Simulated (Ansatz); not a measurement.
Calculated with Ansatz (gas phase, PBE0-D4/def2-TZVP geometries, no zero-point term in ΔE). CCSD(T)/CBS is the MP2 limit (def2-TZVPP, def2-QZVPP) plus CCSD(T) − MP2 in def2-TZVPP, frozen cores. DFT in def2-TZVPP. B3LYP here is the variant with VWN-RPA as its local correlation; programs differ in this. Each species was taken in one conformer, which may not be the lowest.

`N[SiH]([AlH2])[SiH3]` + `C=C(O)OC` → `CO[SiH](N)[SiH3]` + `C=[C](O)[AlH2]`  (formal exchange of groups at the Si–Al bond)

| level | ΔE (kcal/mol) | difference from CCSD(T)/CBS |
| --- | --- | --- |
| PBE-D4 | -26.3 | 6.8 |
| r2SCAN-D4 | -29.5 | 3.6 |
| PBE0-D4 | -26.9 | 6.2 |
| B3LYP-D4 | -32.2 | 0.9 |
| ωB97X-V | -30.5 | 2.6 |
| ωB97M-V | -32.9 | 0.2 |
| B2PLYP | -33.0 | 0.1 |
| PBE | -25.9 | 7.2 |
| r2SCAN | -29.4 | 3.7 |
| PBE0 | -26.6 | 6.5 |
| B3LYP | -31.5 | 1.6 |
| HF/def2-TZVPP | -33.3 | -0.2 |
| MP2/def2-TZVPP | -34.3 | -1.2 |
| SCS-MP2/def2-TZVPP | -34.6 | -1.5 |
| CCSD/def2-TZVPP | -32.3 | 0.8 |
| CCSD(T)/def2-TZVPP | -32.1 | 1.0 |
| HF/def2-QZVPP | -33.8 | -0.7 |
| MP2/def2-QZVPP | -35.1 | -2.0 |
| SCS-MP2/def2-QZVPP | -35.3 | -2.2 |
| HF/CBS(def2) | -33.8 | -0.7 |
| MP2/CBS(def2) | -35.3 | -2.2 |
| CCSD/CBS(def2) | -33.3 | -0.2 |
| CCSD(T)/CBS | -33.1 | 0 |

Largest T1 diagnostic among the species: 0.013.
